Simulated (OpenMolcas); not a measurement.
Ni3+, Pd3+, Pt3+: d7 down the group

| Property | Result |
| --- | --- |
| Program | OpenMolcas 26.06 |
| Method | MS-CASPT2, IPEA 0.25 Eh, imaginary shift 0.1 Eh |
| Basis | ANO-R2 |
| Scalar Hamiltonian | X2C, finite nucleus |
| Spin-orbit coupling | state interaction with AMFI integrals over the reference wave functions, term energies averaged over their components |

Active space for each ion: 7 electrons in 10 orbitals (d d); closed shells correlated by CASPT2: Ni3+ 3s 3p; Pd3+ 4s 4p; Pt3+ 5s 5p.

Computed levels in cm-1 above 4F 9/2:

| Level | Ni3+ | Pd3+ | Pt3+ |
| --- | --- | --- | --- |
| 4F 7/2 | 1133 | 2740 | 9580 |
| 4F 5/2 | 1951 | 4410 | 10780 |
| 4F 3/2 | 2510 | 5450 | 15940 |
| 4P 5/2 | 18010 | 13240 | 16900 |
| 4P 1/2 | 18860 | 14960 | 20330 |
| 2G 9/2 | 19950 | 15370 | 18960 |
| 2G 7/2 | 21030 | 18040 | 25780 |
| 2P 1/2 | 24550 | 21520 | 33790 |
| 2H 11/2 | 27110 | 20740 | 25420 |
| weight of 4F in the lowest level (%) | 100 | 97 | 84 |

Mixed levels, with the weight of the term that names them: Pt3+ 4F 5/2 (56 %), Pt3+ 4F 3/2 (51 %), Pt3+ 4P 1/2 (70 %), Pt3+ 2G 9/2 (58 %), Pt3+ 2P 1/2 (70 %).

Measured, with the error of the calculation in %. Measured levels: Ni3+ from Corliss and Sugar, J. Phys. Chem. Ref. Data 10, 197 (1981).

```tsv
Level	Ni3+
4F 7/2	1190 (-4.8)
4F 5/2	2042 (-4.5)
4F 3/2	2621 (-4.4)
4P 5/2	18119 (-0.6)
4P 1/2	18958 (-0.5)
2G 9/2	19830 (+0.6)
2G 7/2	20948 (+0.4)
2P 1/2	24651 (-0.4)
2H 11/2	26649 (+1.7)
```

The fine-structure level 4F 3/2 changes by a factor of 6.35 from Ni3+ to Pt3+.

Without spin-orbit coupling 4P lies 17270, 11480, 9820 cm-1 above 4F in that order; the difference to the level 4P 5/2, of either sign, comes from spin-orbit coupling, which also lowers the zero.

CASPT2 does not keep the components of a term degenerate, so their means are used; among the terms shown or strongly mixed into the levels shown the widest spread is 980 cm-1 (3d7 4F, Ni3+). Active for correlation alone: 4d; no level in the range computed is led by a configuration that fills it, so any true level of that kind is missing (holds for Ni3+). Active for correlation alone: 5d; no level in the range computed is led by a configuration that fills it, so any true level of that kind is missing (holds for Pd3+). Active for correlation alone: 6d; no level in the range computed is led by a configuration that fills it, so any true level of that kind is missing (holds for Pt3+). The CASPT2 spread within a term exceeds the gap to the next term for 5d7 2H and 5d7 2D(1), so the order of their levels is uncertain (holds for Pt3+). Measured partners are found by configuration, term and J. A level has none where our copy of the source lacks it or the pairing is in doubt (some pairs that miss far off the trend of their configuration count as doubtful), and it then counts in no deviation. Levels of configurations outside the active space are missing.

A number in round brackets counts repeated terms of one configuration in the order of the reference energies.
